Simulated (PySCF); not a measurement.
**Electron correlation in Co²⁺ (cobalt, charge +2)**

[Ar] 3d7, high-spin 4F determinant. All numbers are calculated (PySCF 2.14, no relativity, point nucleus, in dyall-av2z (16s12p7d2f, 101 functions)). Frozen: [Ar]; 7 electrons correlated; the 33 highest virtual orbitals of each spin left out.

```
  level  correlation energy (mhartree)
   CCSD                        -159.19
    (T)                          -2.55
CCSD(T)                        -161.74
```

Diagnostics: T1 = 0.0069, D1 = 0.0103, largest double amplitude 0.019.

Cost of the coupled-cluster step: of the order of 9 core-seconds, for 7 correlated electrons.

Iterations:

```
CC2 = 0
CCSD nocc = (np.int64(5), np.int64(2)), nmo = (59, 59)
frozen orbitals [[0, 1, 2, 3, 4, 5, 6, 7, 8, 68, 69, 70, 71, 72, 73, 74, 75, 76, 77, 78, 79, 80, 81, 82, 83, 84, 85, 86, 87, 88, 89, 90, 91, 92, 93, 94, 95, 96, 97, 98, 99, 100], [0, 1, 2, 3, 4, 5, 6, 7, 8, 68, 69, 70, 71, 72, 73, 74, 75, 76, 77, 78, 79, 80, 81, 82, 83, 84, 85, 86, 87, 88, 89, 90, 91, 92, 93, 94, 95, 96, 97, 98, 99, 100]]
max_cycle = 100
direct = 0
conv_tol = 1e-08
conv_tol_normt = 1e-06
diis_space = 8
diis_start_cycle = 0
Init t2, MP2 energy = -0.159884890189796
Init E_corr(UCCSD) = -0.159884890190778
cycle = 1  E_corr(UCCSD) = -0.157339303172956  dE = 0.00254558702  norm(t1,t2) = 0.0285868
cycle = 2  E_corr(UCCSD) = -0.15901272299608  dE = -0.00167341982  norm(t1,t2) = 0.00682717
cycle = 3  E_corr(UCCSD) = -0.158983860196037  dE = 2.88628e-05  norm(t1,t2) = 0.00336511
cycle = 4  E_corr(UCCSD) = -0.159186439523163  dE = -0.000202579327  norm(t1,t2) = 0.00168227
cycle = 5  E_corr(UCCSD) = -0.159196385218827  dE = -9.94569566e-06  norm(t1,t2) = 0.000437427
cycle = 6  E_corr(UCCSD) = -0.15919319260972  dE = 3.19260911e-06  norm(t1,t2) = 0.000107019
cycle = 7  E_corr(UCCSD) = -0.159194299091684  dE = -1.10648196e-06  norm(t1,t2) = 4.67196e-05
cycle = 8  E_corr(UCCSD) = -0.159194444985891  dE = -1.45894207e-07  norm(t1,t2) = 1.48514e-05
cycle = 9  E_corr(UCCSD) = -0.159194185540618  dE = 2.59445273e-07  norm(t1,t2) = 7.43063e-06
cycle = 10  E_corr(UCCSD) = -0.159194240812211  dE = -5.5271593e-08  norm(t1,t2) = 3.16158e-06
cycle = 11  E_corr(UCCSD) = -0.159194280506284  dE = -3.96940735e-08  norm(t1,t2) = 1.09756e-06
cycle = 12  E_corr(UCCSD) = -0.159194271724188  dE = 8.78209636e-09  norm(t1,t2) = 2.24791e-07
UCCSD converged
E(UCCSD) = -1380.747888736575  E_corr = -0.159194271724188
UCCSD(T) correction = -0.00255139943015595
```
